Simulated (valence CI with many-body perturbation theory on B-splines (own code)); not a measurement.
## Gd⁴¹⁺ in brief

Level of theory: relativistic CI+MBPT: five valence electrons over a frozen Dirac-Fock core [Ar], radial functions for each j: 7 s, 7 p, 8 d, 6 f, 4 g, 1 h, with the one-electron correlation potential Σ1 (screened to all orders), the two-electron term Σ2, the three-electron term Σ3, Breit, model QED; selected single and double excitations, second order for the rest (own B-spline code, finite nucleus).

No measured spectrum was set against this ion. As an estimate, large intervals hold to a few tenths of a per cent, small ones and those within an open d or f shell to about a per cent. Only levels of the ground parity were solved; by the run's estimate the other parity begins above the list, which can be wrong where configurations are misplaced.

Levels are named by their leading jj configuration (3d3/2^4 stands for four electrons in 3d with j = 3/2), which in mixed levels can hold well under half, so a name can repeat and another be missing.

Rates and lifetimes use the calculated energies. Strong lines usually hold to 10 to 20 %, long lifetimes can be off by a factor of two.

(1) What is the ground level?

(2) How well does LS coupling describe the low levels?

(3) What is the ionisation energy?

Answers

(1) (3d3/2^4 3d5/2) J=5/2, composition 29 % 3d5 4P + 21 % 3d5 2D + 18 % 3d5 6S, g = 1.396.

(2) Among the lowest 20 levels the leading LS term, summed over configurations, holds 49 % on average. For single configurations the figures are 49 % in LS and 93 % in jj coupling. Terms mix most in the J = 5/2 level at 0 cm⁻¹, where the leading one holds 29 %.

(3) 3159.9 eV; NIST lists 3160 ± 4 eV (theoretical).
